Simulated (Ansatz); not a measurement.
`O=C1O[Si]1(F)F`, charge 0, multiplicity 1.

Question: Give a relaxed structure at PBE0-D4/def2-TZVP (Ansatz 0.2.0). (Estimate.)

Answer: Ansatz gave: 
Cartesian coordinates in Å:
```
O 2.162 0.734 -0.312
C 1.068 0.344 -0.175
O 0.376 -0.675 -0.922
Si -0.628 -0.077 0.238
F -1.901 0.709 -0.222
F -1.076 -1.035 1.392
```
Point group Cs.
